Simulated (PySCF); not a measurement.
Mapped SMILES: `[CH3:1][c:2]1[n:3][n:4][c:5]([CH3:6])[c:7]([C:8]#[N:9])[n:10]1`. Each H is labelled by its parent atom.

No solvent model, rapidly exchanging positions averaged, a single conformation, non-relativistic Hamiltonian. Geometry: GFN2-xTB; shieldings: GIAO PBE0/pcSseg-1; PySCF 2.14.

Shifts are taken against calculated references (same method and geometry level): TMS for $^{13}$C (σ = 186.93 ppm), $^{1}$H (σ = 31.72 ppm); NH3 for $^{15}$N (σ = 267.73 ppm).

```csv
atoms,nucleus,count,Hirshfeld charge,δ (ppm)
C1,$^{13}$C,1,-0.12,?
N3,$^{15}$N,1,-0.10,451.3
N10,$^{15}$N,1,-0.13,?
C2,$^{13}$C,1,0.13,?
N9,$^{15}$N,1,-0.18,338.4
N4,$^{15}$N,1,-0.08,487.3
C7,$^{13}$C,1,0.08,138.5
C6,$^{13}$C,1,-0.11,?
H(C6),$^{1}$H,3,0.06,3.12
C8,$^{13}$C,1,0.09,120.3
H(C1),$^{1}$H,3,0.06,3.20
C5,$^{13}$C,1,0.07,164.4
```

**Question.** Complete the table.

**Answer.** 
- C2: 171.1 ppm, substituted aromatic carbon next to a ring nitrogen
- C1: 26.4 ppm, methyl carbon on an aromatic ring; a saturated carbon with 1 carbon neighbour and no heteroatom attached
- C6: 22.7 ppm, methyl carbon on an aromatic ring; saturated and bonded to C and H only
- N10: 329.8 ppm, pyridine-type ring nitrogen

Shifts are as computed. Against solution values, carbons near 30 ppm lie about +3 ppm off and those near 130 ppm about +5 ppm. Of 1211 compounds with measured shifts, 218 miss one by over three times the rms of a fit or turn the order of signals round; such compounds aren't used in these exercises. Experimental scales use liquid or dissolved standards, which lie at an offset from isolated NH3 (liquid NH3: subtract about 20 ppm). Unscaled 15N shifts of sp2 nitrogen come out 20 to 40 ppm too high even then.
